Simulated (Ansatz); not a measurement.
Pulling on the Ge1–Ge2 bond in Ge2H6 (SMILES [GeH3][GeH3]) (multiplicity 1 held, fragments rigid). Energies count from the point at 2.436 Å.
Geometry at that point (charge 0, multiplicity 1):
```json
[
 {"atom": "Ge", "x (Å)": "-1.2141", "y (Å)": "0.0950", "z (Å)": "-0.0155"},
 {"atom": "Ge", "x (Å)": "1.2141", "y (Å)": "-0.0950", "z (Å)": "0.0155"},
 {"atom": "H", "x (Å)": "-1.8156", "y (Å)": "-0.8837", "z (Å)": "-1.0399"},
 {"atom": "H", "x (Å)": "-1.6355", "y (Å)": "1.5247", "z (Å)": "-0.3991"},
 {"atom": "H", "x (Å)": "-1.7954", "y (Å)": "-0.2307", "z (Å)": "1.3719"},
 {"atom": "H", "x (Å)": "1.6355", "y (Å)": "-1.5247", "z (Å)": "0.3991"},
 {"atom": "H", "x (Å)": "1.8156", "y (Å)": "0.8837", "z (Å)": "1.0399"},
 {"atom": "H", "x (Å)": "1.7954", "y (Å)": "0.2307", "z (Å)": "-1.3719"}
]
```

Signs of static correlation in cc-pVDZ, with CASSCF(2,2), from Ansatz (an electronic-structure program) runs.

```tsv
R (Å)	T1 of restricted CCSD	⟨S²⟩ of UHF	largest double amplitude of restricted CCSD	weight of the CASSCF reference in MRCISD	CASSCF natural occupations
1.949	0.011	0.000	0.034	0.893	1.99 0.01
2.192	0.011	0.000	0.029	0.892	1.99 0.01
2.436	0.011	0.000	0.042	0.892	1.98 0.02
2.679	0.010	0.000	0.068	0.893	1.97 0.03
2.923	0.010	0.000	0.101	0.893	1.95 0.05
3.288	0.011	…	0.166	0.893	1.89 0.11
3.654	0.013	0.690	…	0.893	1.78 0.22
4.263	0.018	0.931	0.412	0.894	1.52 0.48
4.872	0.022	0.989	0.571	0.894	1.28 0.72
5.602	0.024	1.004	0.704	0.894	1.11 0.89
6.577	0.024	1.007	0.790	0.894	1.03 0.97
7.795	0.024	1.007	0.825	0.894	1.00 1.00
```

Q: Some entries are withheld; supply them.

A: 
- 3.288, ⟨S²⟩ of UHF: 0.252
- 3.654, largest double amplitude of restricted CCSD: 0.249

Doubts at one or more of the structures used: a restricted determinant that unrestricted orbitals would lower (R-CCSD(T)/cc-pVDZ); other coupled-cluster roots lie near (R-CCSD(T)/cc-pVDZ); a spin-contaminated determinant (U-CCSD(T)/cc-pVDZ); T1 above 0.05 (U-CCSD(T)/cc-pVDZ).
